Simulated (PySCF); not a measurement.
# BiSe⁺ at PBE0

Computed with PBE0; basis Bi def2-SVP with ECP60, Se def2-SVP; scalar-relativistic core potentials; PySCF 2.14.

```json
{"state": "¹Σ⁺ (singlet), closed shell", "bond length": "2.357 Å", "harmonic wavenumber": "334 cm⁻¹", "force constant": "3.81 mdyn/Å", "rotational constant Be": "0.05248 cm⁻¹", "anharmonicity ωexe": "0.490 cm⁻¹", "vibration–rotation constant αe": "0.000106 cm⁻¹", "HOMO–LUMO gap": "4.30 eV", "bond order (Mayer)": "2.70", "dipole moment (positive dipole points towards Se; it is taken about the centre of mass and depends on that origin)": "-1.78 D"}
```

Spin–orbit coupling is left out, which matters for elements this heavy, above all for dissociation energies.
